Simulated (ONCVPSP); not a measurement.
**O (Z = 8): one change to an ONCV potential, before and after**

```
Element                 : O (Z = 8)
Generator               : ONCVPSP 4.0.1
Type                    : optimised norm-conserving Vanderbilt (ONCV)
Functional              : LDA (Perdew-Wang 92)
Relativity              : scalar-relativistic
Frozen core             : [He]
Valence charge          : 6
Reference configuration : 2s2 2p3.5 (charge +0.5)
Partial waves           : 2s: rc 0.90 bohr, ncon 4, nbas 9, qcut 9.1 1/bohr, 2 projectors, debl 1.7 Ha; 2p: rc 1.25 bohr, ncon 3, nbas 6, qcut 10.8 1/bohr, 2 projectors, debl 0.5 Ha
Local potential         : polynomial inside 0.85 bohr (lpopt 4, dvloc0 2 Ha)
Core correction         : Teter function, parameters optimised by the program
```

In the p channel the program set the typed energies aside and used -0.604, 0.250 Ha.

Change: all radii but the core radius scaled by about 1.10 (s 0.98, p 1.38 bohr); local potential polynomial inside 0.94 bohr (lpopt 4, dvloc0 2 Ha).

Cutoffs: the cutoffs (Ha) at which the residual kinetic energy of the hardest occupied pseudo-wave falls to 1 and 0.1 mHa per electron; they do not see the model core or the augmentation charge, which bear on the density cutoff. Errors are all-electron minus pseudo energies relative to the spin-unpolarised reference configuration.

Question: What does the change do?

Answer: The potential gets softer (39 Ha and 73 Ha → 37 Ha and 44 Ha); of the 4 tests that both files solve, the error grows in 4 and shrinks in 0 by more than 15 % and 0.3 meV (median size 32.4 → 44.6 meV); neither file shows a bound ghost. A larger radius leaves more room for a smooth pseudo-wave, so fewer plane waves are needed. More of the atom is replaced by a form fitted at one configuration, so other configurations suffer.

| quantity | base | changed |
| --- | --- | --- |
| cutoff, loose | 39 Ha | 37 Ha |
| cutoff, tight | 73 Ha | 44 Ha |
| loose cutoff by channel | s 36 Ha, p 39 Ha | s 33 Ha, p 37 Ha |
| bound ghosts | none | none |
| GHOST(+) flags under 300 eV | none | none |
| error for 2s2 2p4, meV [ΔE -6.37 eV] | +2.2 | +2.7 |
| error for 2s2 2p3, meV [ΔE 10.22 eV] | +3.1 | +4.7 |
| error for 2s2 2p2, meV [ΔE 43.93 eV] | +62 | +85 |
| error for 2s2 2p1, meV [ΔE 97.90 eV] | +294 | +395 |
| rms error of d²Exc/dni dnj with the model core, mHa | 0.88 | 1.00 |
